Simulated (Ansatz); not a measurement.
All values below come from frozen-core CCSD(T)/cc-pVTZ // PBE0-D3(BJ)/def2-TZVP run with Ansatz (a program for electronic structure). The restricted HF reference is unstable towards unrestricted orbitals.

Ansatz 0.2 input:
```yaml
crystal:
  periodic: [false, false, false]
  atoms:
    - { symbol: F, position_ang: [-0.691582, 2.484284, -0.522349] }
    - { symbol: C, position_ang: [-0.285938, 1.240453, -0.259786] }
    - { symbol: C, position_ang: [1.001824, 0.896228, -0.166667] }
    - { symbol: C, position_ang: [1.230056, -0.528806, 0.130032] }
    - { symbol: C, position_ang: [0.163773, -1.333688, 0.276814] }
    - { symbol: Si, position_ang: [-1.350067, -0.287436, 0.03555] }
    - { symbol: H, position_ang: [1.822839, 1.593314, -0.295573] }
    - { symbol: H, position_ang: [2.253551, -0.883459, 0.220695] }
    - { symbol: H, position_ang: [0.260892, -2.388384, 0.495157] }
    - { symbol: H, position_ang: [-2.223322, -0.152515, 1.229612] }
    - { symbol: H, position_ang: [-2.182024, -0.639991, -1.143482] }
basis:
  gaussian: { orbitals: cc-pVTZ }
correlation:
  method: ccsd_t
```

Output:

```
Functional definition: HF
1487 factors; integrals over basis functions are off by at most 1.1e-3 eV
mean field evaluation 1: about -14766.3430 eV, gradient 3.6e1 eV
mean field evaluation 2: about -14766.7276 eV, gradient 3.6e1 eV
mean field evaluation 4: about -14770.4284 eV, gradient 4.5e0 eV
mean field evaluation 8: about -14770.5122 eV, gradient 3.3e-1 eV
mean field evaluation 16: about -14770.5134 eV, gradient 2.1e-6 eV
mean field -14770.51344943 eV, -542.8063574530 hartree, gradient 2.1e-6 eV, S^2 0.000000; 0 other end points of the search recorded, 0 dependent functions left out; unrestricted orbitals would lower it
10 core orbitals not correlated
reference -14770.51344943 eV, -542.8063574530 hartree; 16, 16 occupied and 228, 228 virtual orbitals, 1487 factors
second order -26.97871704 eV of doubles, -0.00000000 eV of singles
cycle   1  -27.10241967 eV  change   -1.2e-1 eV  update   1.2e-1
cycle   2  -27.80018140 eV  change   -7.0e-1 eV  update   3.9e-2
cycle   3  -27.96706809 eV  change   -1.7e-1 eV  update   2.0e-2
cycle   4  -27.95704977 eV  change    1.0e-2 eV  update   6.0e-3
cycle   5  -27.95397267 eV  change    3.1e-3 eV  update   2.7e-3
cycle   6  -27.95577402 eV  change   -1.8e-3 eV  update   9.5e-4
cycle   7  -27.95573524 eV  change    3.9e-5 eV  update   3.5e-4
cycle   8  -27.95548438 eV  change    2.5e-4 eV  update   1.7e-4
cycle   9  -27.95551621 eV  change   -3.2e-5 eV  update   7.8e-5
cycle  10  -27.95555169 eV  change   -3.5e-5 eV  update   2.7e-5
perturbative correction -1.28909692 eV, -0.0473734381 hartree
Total energy: -14799.75809804 eV, -543.8810784666 hartree
```

Cost: about 4 core-minutes (a rough figure).
